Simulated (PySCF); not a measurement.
- GFN2-xTB structure
- PBE0/pcSseg-1 with gauge-including orbitals
- code: PySCF 2.14
- no solvent model, equivalent nuclei averaged, a single conformation, no relativistic terms

Chemical shifts δ = σref − σ; TMS for $^{1}$H, $^{13}$C, all at this level. Shifts are as computed. Against solution values, carbons near 30 ppm lie about +3 ppm off and those near 130 ppm about +5 ppm. Of 1309 compounds with measured shifts, 239 miss one by over three times the rms of a fit or turn the order of signals round; such compounds aren't used in these exercises.

Problem. Order these molecules by the shift of their most shielded carbon-bound hydrogen, lowest δ first.
A. FC/C([SiH3])=C\[SiH3]
B. CC1=C(C)CC1
C. F[C@H]1C=C(O[SiH3])O1
D. C=C[C@@H]1C=C(N([SiH3])[SiH3])[C@@H]1F

Solution. B (1.79 ppm, hydrogen on an allylic methyl carbon), D (3.59 ppm, hydrogen on an allylic sp3 CH), C (4.41 ppm, hydrogen on a β carbon of an enol-ether or enamine type C=C), A (5.47 ppm, hydrogen on an allylic sp3 CH2 bonded to F).

Problem. Order these molecules by the shift of their most deshielded carbon, lowest δ first.
A. C=C[C@@H]1C=C(N([SiH3])[SiH3])[C@@H]1F
B. FC/C([SiH3])=C\[SiH3]
C. CC1=C(C)CC1

Solution. C (145.2 ppm, fully substituted alkene carbon), A (156.4 ppm, alkene carbon bearing nitrogen), B (174.7 ppm, fully substituted alkene carbon).

Problem. How many $^{13}$C and $^{1}$H signals does each give (equivalence by symmetry and fast rotation, but not about amide C–N or C=N bonds)? `F[C@H]1C=C(O[SiH3])O1`, `CC1=C(C)CC1`, `C#C[C@@H]1[SiH2]C=C[SiH2][C@@H]1F`, `C=C[C@@H]1C=C(N([SiH3])[SiH3])[C@@H]1F`, `FC/C([SiH3])=C\[SiH3]`

Solution. F[C@H]1C=C(O[SiH3])O1: 3 C, 3 H; CC1=C(C)CC1: 3 C, 2 H; C#C[C@@H]1[SiH2]C=C[SiH2][C@@H]1F: 6 C, 9 H; C=C[C@@H]1C=C(N([SiH3])[SiH3])[C@@H]1F: 6 C, 7 H; FC/C([SiH3])=C\[SiH3]: 3 C, 4 H.
